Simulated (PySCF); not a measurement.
## Structure revision by computed shifts

A compound C5H9NO gives the data below (simulated from a calculation) and was assigned the structure `CC(=O)C1CNC1`.

$^{13}$C{$^{1}$H} NMR (computed): δ 169.5 (C), 46.0 (CH2), 34.9 (CH2), 27.0 (CH2), 25.8 (CH2).

$^{1}$H NMR (300 MHz, computed): δ 4.59 (br, 1H), 3.44 (m, 2H), 2.29 (m, 2H), 1.70 (m, 2H), 1.66 (m, 2H).

One computed conformer, no relativistic terms, averaged over atoms made equivalent by symmetry, fast rotation or ring inversion, gas phase. Shieldings: GIAO PBE0/pcSseg-1; GFN2-xTB structure; PySCF 2.14.

Shifts are taken against calculated references (same method and geometry level): $^{1}$H, $^{13}$C against TMS.

Task: Compare with the shifts computed for the proposed structure, pairing carbons in order of shift.

Result: Atoms are numbered as in `[CH3:1][C:2](=[O:3])[CH:4]1[CH2:5][NH:6][CH2:7]1`. Hydrogens are named by the atom that carries them.

```
atom  computed for proposal  given list  difference
  C2                  210.0       169.5       +40.5
  C5                   51.1        46.0        +5.1
  C7                   51.1        34.9       +16.2
  C4                   44.8        27.0       +17.8
  C1                   29.7        25.8        +3.9
```

The rms difference is 21.3 ppm and the largest +40.5 ppm at C2 (ketone carbonyl carbon). The proposal also would give 4 carbon signals, not 5. The carbon types in order of shift don't match either: C, CH2, CH2, CH, CH3 for the proposal against C, CH2, CH2, CH2, CH2 in the data. The proposal doesn't fit.

Task: Which isomer fits?

Result: delta-Valerolactam (SMILES O=C1CCCCN1).

1. Carbon types of the structure: 1 × C, 4 × CH2, leaving 1 H on heteroatoms.
2. δC 169.5: amide carbonyl carbon; lone-pair donation from the attached heteroatom keeps it upfield of a ketone carbonyl.
3. δC 46.0: sp3 CH2 bonded to N; pulled downfield by the heteroatom.
4. δC 27.0, 25.8: sp3 CH2 in a ring; a saturated carbon with 2 carbon neighbours and no heteroatom attached.
5. δH 4.59: hydrogen on an amide-type nitrogen; labile proton, position sensitive to the medium.

Other isomers checked: C/N=C/C1COC1 (rms 26.1 ppm).

The data come from this structure; uniqueness wasn't tested.

OH and NH positions are those of a molecule without intermolecular hydrogen bonds; in solution they move with solvent, concentration and temperature, and exchange usually removes their couplings. Amide-type NH protons are broadened by 14N but still split neighbouring CH signals. Shifts are as computed. Against solution values, carbons near 30 ppm lie about +3 ppm off and those near 130 ppm about +5 ppm. Of 1211 compounds with measured shifts, 218 miss one by over three times the rms of a fit or turn the order of signals round; such compounds aren't used in these exercises. The C=O carbon of an acid or of an amide with N–H lies up to 10 ppm further downfield in solution, through hydrogen bonding that the calculation lacks. No couplings were computed; multiplicities are counted from neighbouring protons, with m where these are inequivalent, close in shift, in a saturated or five-membered ring or joined by F or P, and br s for small geminal =CH2 splittings.
